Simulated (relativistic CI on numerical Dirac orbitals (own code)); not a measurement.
Cr²⁺: computed level list

These numbers are calculated, not measured: Dirac-Coulomb-Breit CI, orbitals from a KLI potential per configuration, a model potential for QED, valence Slater integrals scaled by 0.85, P86 correlation energy added to each configuration (own radial code, finite nucleus).

Configurations in the expansion (outside the closed core [Ne] 3s2): 3p⁶3d⁴, 3p⁶3d³4s, 3p⁶3d³4p, 3p⁶3d²4s², 3p⁶3d³4d, 3p⁶3d³5s, 3p⁶3d³5p, 3p⁶3d²4s4p, 3p⁶3d³4f, 3p⁶3d³5d, 3p⁶3d³5f, 3p⁶3d³5g, 3p⁵3d⁵, 3p⁶3d²4p², 3p⁶3d²4s4d. Levels of other configurations are missing.

The lowest level is 3p⁶3d⁴ ⁵D0, with 100 % of that term; Hund's rules for 3p⁶3d⁴ give ⁵D with J = 0, in agreement.

| No. | Configuration | Term | J | E (cm⁻¹) | % | Next component (%) | jj configuration (%) |
| --- | --- | --- | --- | --- | --- | --- | --- |
| 1 | 3p⁶3d⁴ | ⁵D | 0 | 0.0 | 100 |  | 3d3/2^2 3d5/2^2 (68) |
| 2 | 3p⁶3d⁴ | ⁵D | 1 | 56.1 | 100 |  | 3d3/2^3 3d5/2 (50) |
| 3 | 3p⁶3d⁴ | ⁵D | 2 | 165.4 | 100 |  | 3d3/2^2 3d5/2^2 (66) |
| 4 | 3p⁶3d⁴ | ⁵D | 3 | 323.2 | 100 |  | 3d3/2 3d5/2^3 (46) |
| 5 | 3p⁶3d⁴ | ⁵D | 4 | 523.5 | 100 |  | 3d3/2 3d5/2^3 (46) |
| 6 | 3p⁶3d⁴ | ³H | 4 | 16832.4 | 99 |  | 3d3/2^2 3d5/2^2 (42) |
| 7 | 3p⁶3d⁴ | ³H | 5 | 16938.1 | 99 |  | 3d3/2^2 3d5/2^2 (69) |
| 8 | 3p⁶3d⁴ | ³H | 6 | 17053.3 | 100 |  | 3d3/2 3d5/2^3 (57) |
| 9 | 3p⁶3d⁴ | ³P | 0 | 18000.8 | 99 |  | 3d3/2^4 (59) |
| 10 | 3p⁶3d⁴ | ³P | 1 | 18354.5 | 100 |  | 3d3/2^3 3d5/2 (46) |
| 11 | 3p⁶3d⁴ | ³P | 2 | 18979.0 | 100 |  | 3d3/2 3d5/2^3 (37) |
| 12 | 3p⁶3d⁴ | ³F | 2 | 19244.8 | 100 |  | 3d3/2^2 3d5/2^2 (51) |
| 13 | 3p⁶3d⁴ | ³F | 3 | 19294.4 | 98 | 2 ³G | 3d3/2^2 3d5/2^2 (47) |
| 14 | 3p⁶3d⁴ | ³F | 4 | 19360.8 | 97 | 2 ³G | 3d3/2^3 3d5/2 (32) |
| 15 | 3p⁶3d⁴ | ³G | 3 | 21166.1 | 98 | 2 ³F | 3d3/2^2 3d5/2^2 (46) |
| 16 | 3p⁶3d⁴ | ³G | 4 | 21300.1 | 97 | 2 ³F | 3d3/2^2 3d5/2^2 (52) |
| 17 | 3p⁶3d⁴ | ³G | 5 | 21424.3 | 99 |  | 3d3/2 3d5/2^3 (69) |
| 18 | 3p⁶3d⁴ | ¹I | 6 | 25419.2 | 100 |  | 3d3/2^2 3d5/2^2 (57) |
| 19 | 3p⁶3d⁴ | ¹G | 4 | 26596.4 | 99 |  | 3d3/2^2 3d5/2^2 (36) |
| 20 | 3p⁶3d⁴ | ³D | 3 | 27450.3 | 100 |  | 3d3/2 3d5/2^3 (51) |
| 21 | 3p⁶3d⁴ | ³D | 2 | 27499.0 | 99 |  | 3d3/2^2 3d5/2^2 (36) |
| 22 | 3p⁶3d⁴ | ³D | 1 | 27562.0 | 100 |  | 3d3/2 3d5/2^3 (51) |
| 23 | 3p⁶3d⁴ | ¹S | 0 | 30937.4 | 100 |  | 3d3/2 3d5/2^3 (44) |
| 24 | 3p⁶3d⁴ | ¹D | 2 | 33054.6 | 99 |  | 3d3/2^2 3d5/2^2 (33) |
| 25 | 3p⁶3d⁴ | ¹F | 3 | 38354.6 | 99 |  | 3d3/2 3d5/2^3 (58) |
| 26 | 3p⁶3d⁴ | ³F | 4 | 44604.9 | 99 |  | 3d3/2^2 3d5/2^2 (71) |
| 27 | 3p⁶3d⁴ | ³F | 2 | 44615.5 | 99 |  | 3d3/2^2 3d5/2^2 (59) |
| 28 | 3p⁶3d⁴ | ³F | 3 | 44633.2 | 99 |  | 3d3/2 3d5/2^3 (68) |
| 29 | 3p⁶3d⁴ | ³P | 2 | 45269.8 | 99 |  | 3d3/2^2 3d5/2^2 (58) |
| 30 | 3p⁶3d⁴ | ³P | 1 | 45708.2 | 99 |  | 3d3/2 3d5/2^3 (83) |
| 31 | 3p⁶3d⁴ | ³P | 0 | 45916.6 | 99 |  | 3d5/2^4 (55) |
| 32 | 3d³(4F)4s | ⁵F | 1 | 49448.4 | 100 |  | 3d3/2^2 3d5/2 4s (36) |
| 33 | 3d³(4F)4s | ⁵F | 2 | 49574.5 | 100 |  | 3d3/2^2 3d5/2 4s (59) |
| 34 | 3d³(4F)4s | ⁵F | 3 | 49761.4 | 100 |  | 3d3/2^2 3d5/2 4s (57) |
| 35 | 3d³(4F)4s | ⁵F | 4 | 50006.0 | 100 |  | 3d3/2 3d5/2^2 4s (74) |
| 36 | 3d³(4F)4s | ⁵F | 5 | 50304.2 | 100 |  | 3d5/2^3 4s (46) |
| 37 | 3p⁶3d⁴ | ¹G | 4 | 50751.9 | 99 |  | 3d3/2 3d5/2^3 (52) |
| 38 | 3d³(4F)4s | ³F | 2 | 56682.2 | 99 |  | 3d3/2^2 3d5/2 4s (52) |
| 39 | 3d³(4F)4s | ³F | 3 | 57000.3 | 99 |  | 3d3/2 3d5/2^2 4s (57) |
| 40 | 3d³(4F)4s | ³F | 4 | 57402.7 | 99 |  | 3d3/2 3d5/2^2 4s (51) |
| 41 | 3d³(4P)4s | ⁵P | 1 | 64054.2 | 100 |  | 3d3/2^2 3d5/2 4s (55) |
| 42 | 3d³(4P)4s | ⁵P | 2 | 64175.9 | 99 |  | 3d3/2^2 3d5/2 4s (40) |
| 43 | 3d³(4P)4s | ⁵P | 3 | 64408.9 | 100 |  | 3d3/2 3d5/2^2 4s (62) |
| 44 | 3d³(2G)4s | ³G | 3 | 66099.4 | 100 |  | 3d3/2 3d5/2^2 4s (50) |
| 45 | 3d³(2G)4s | ³G | 4 | 66225.6 | 99 |  | 3d3/2^2 3d5/2 4s (49) |

Energies count from the lowest computed level. Percentages are summed over parent terms; the parents shown are those of the largest component, closed shells are left out there. Filled j subshells are mostly left out of the jj labels.

The mean weight of the leading LS term, summed over parents, in these 45 levels is 99 %, and that of the leading jj configuration (from the same eigenvectors) 53 %, so LS coupling describes them better.

For a near-neutral ion this model can misplace configurations by up to about 10,000 cm⁻¹ (more where the count of f electrons changes) and terms by 10 to 25 % of their spread. Rates follow the energies as ν³ (E1, M1) or ν⁵ (E2), so they and the lifetimes can be off by large factors. The fine structure of a lone outer electron comes out too small, for d and f at times inverted, and misplaced configurations move strength between like terms. 67 of the 67 excited levels that our extract of the measured tables holds in this range could be paired (the sources list more); they are missed by 884 cm⁻¹ on average and 3565 at most, and levels without a partner can miss by more.

Landé's interval rule says that E(J) − E(J−1) = AJ with one A. For the ground term the intervals give A = 56.1, 54.7, 52.6, 50.1 cm⁻¹ for J = 1, 2, 3, 4; the multiplet is regular.
